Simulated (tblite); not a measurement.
Species: C8H17P.
Geometry (GFN2-xTB, Å), atoms numbered from 1 in this order:
```xyz
26
C8H17P angstrom
C      3.412   -1.673   -0.401
C      2.332   -0.744   -0.841
C      1.423   -0.205   -0.041
P      0.118    0.909   -0.654
C      0.350    2.240    0.638
C     -0.678    3.355    0.508
C     -1.321    0.023    0.137
C     -1.593   -1.303   -0.565
C     -2.762   -2.047    0.070
H      3.346   -1.877    0.665
H      4.389   -1.241   -0.617
H      3.341   -2.614   -0.946
H      2.314   -0.513   -1.898
H      1.424   -0.425    1.023
H      0.313    1.794    1.637
H      1.355    2.646    0.486
H     -0.649    3.780   -0.493
H     -1.683    2.981    0.689
H     -0.475    4.149    1.226
H     -1.111   -0.144    1.198
H     -2.200    0.668    0.058
H     -0.695   -1.925   -0.519
H     -1.807   -1.114   -1.620
H     -3.669   -1.448    0.020
H     -2.942   -2.987   -0.446
H     -2.552   -2.264    1.116
```

Level: GFN2-xTB in tblite, geometry and Hessian alike; calculated harmonic values, unscaled, isolated species. Errors from tens to a few hundred cm⁻¹ against measured bands are possible. One conformer, not necessarily the lowest.

Harmonic wavenumbers (cm⁻¹): 28.3, 55.4, 65.2, 77.4, 111.5, 125.1, 154.5, 169.3, 206.1, 229.4, 233.0, 291.6, 303.2, 323.3, 373.5, 412.5, 671.4, 697.0, 723.4, 747.6, 780.8, 796.7, 858.8, 947.1, 980.5, 987.5, 989.2, 1013.9, 1018.6, 1032.8, 1073.9, 1082.0, 1101.3, 1115.9, 1206.7, 1214.2, 1219.0, 1228.7, 1256.2, 1271.5, 1281.3, 1340.0, 1397.9, 1409.8, 1414.6, 1445.1, 1451.6, 1475.3, 1481.4, 1495.9, 1498.9, 1502.6, 1504.4, 1506.0, 1689.4, 2912.8, 2924.1, 2947.0, 2950.3, 2960.1, 2976.3, 2980.9, 2998.0, 3011.5, 3012.5, 3024.3, 3027.8, 3029.4, 3034.4, 3034.7, 3036.4, 3056.1.

A = 1133, B = 964.0, C = 562.9 MHz; mass 144.107 u (most abundant isotopes); point group C1, symmetry number 1.

Task: Zero-point energy?

Result: ½Σν̃ = 49992 cm⁻¹ = 142.94 kcal/mol.

Task: What is S at 500 K and 1 bar for an ideal gas of classical rigid rotors and harmonic oscillators?

Result: Translation 43.40, rotation 32.18, vibration 71.97: S = 147.6 cal/(mol K).

Task: And Cp and H(500 K) − H(0)?

Result: Cp = 72.41 cal/(mol K), of which vibrations give 64.47 (their classical limit is 72 R = 143.1); H(500 K) − H(0) = 21.27 kcal/mol without the zero-point energy, 17.30 from vibrations.

Task: What must be added to the electronic energy to get the Gibbs energy at 500 K and 1 bar?

Result: ZPE + [H(500 K) − H(0)] − T·S = 142.94 + 21.27 − 73.78 = 90.43 kcal/mol.

Task: Blend soft modes into free rotors: weight 1/[1 + (100 cm⁻¹/ν̃)⁴] for the oscillator and the rest for a rotor with moment μB/(μ + B), μ = h/(8π²ν), B = 10⁻⁴⁴ kg m². What vibrational entropy results?

Result: 64.96 cal/(mol K) in place of 71.97, which changes −T·S at 500 K by +3.50 kcal/mol.

Task: Which modes carry the vibrational entropy at 500 K?

Result: 28.3 cm⁻¹: 6.97; 55.4 cm⁻¹: 5.64; 65.2 cm⁻¹: 5.32; 77.4 cm⁻¹: 4.98; 111.5 cm⁻¹: 4.25; 125.1 cm⁻¹: 4.03 cal/(mol K); the other 66 give 40.79 together.

Task: How do the functions run with temperature in this model?

Result: 
```json
{"T (K)": "50", "S (cal/(mol K))": "63.7", "Cp (cal/(mol K))": "17.2", "H − H(0) (kcal/mol)": "0.60", "G − H(0) (kcal/mol)": "-2.58", "ln q(vib)": "1.19"}
{"T (K)": "100", "S (cal/(mol K))": "78.4", "Cp (cal/(mol K))": "25.8", "H − H(0) (kcal/mol)": "1.69", "G − H(0) (kcal/mol)": "-6.15", "ln q(vib)": "3.37"}
{"T (K)": "298.15", "S (cal/(mol K))": "116.7", "Cp (cal/(mol K))": "48.3", "H − H(0) (kcal/mol)": "9.02", "G − H(0) (kcal/mol)": "-25.78", "ln q(vib)": "11.54"}
{"T (K)": "373.15", "S (cal/(mol K))": "128.6", "Cp (cal/(mol K))": "57.7", "H − H(0) (kcal/mol)": "12.99", "G − H(0) (kcal/mol)": "-34.98", "ln q(vib)": "14.31"}
{"T (K)": "750", "S (cal/(mol K))": "181.3", "Cp (cal/(mol K))": "94.2", "H − H(0) (kcal/mol)": "42.28", "G − H(0) (kcal/mol)": "-93.72", "ln q(vib)": "27.23"}
{"T (K)": "1000", "S (cal/(mol K))": "210.6", "Cp (cal/(mol K))": "109.1", "H − H(0) (kcal/mol)": "67.82", "G − H(0) (kcal/mol)": "-142.80", "ln q(vib)": "35.05"}
```

q(vib) and H(0) count from the zero-point level.

Hindered rotation and anharmonicity are outside this model. Other conformers, if any are populated, would add a mixing term that is left out. The structure is chiral; the term R ln 2 for an equal mix with its mirror image is left out.
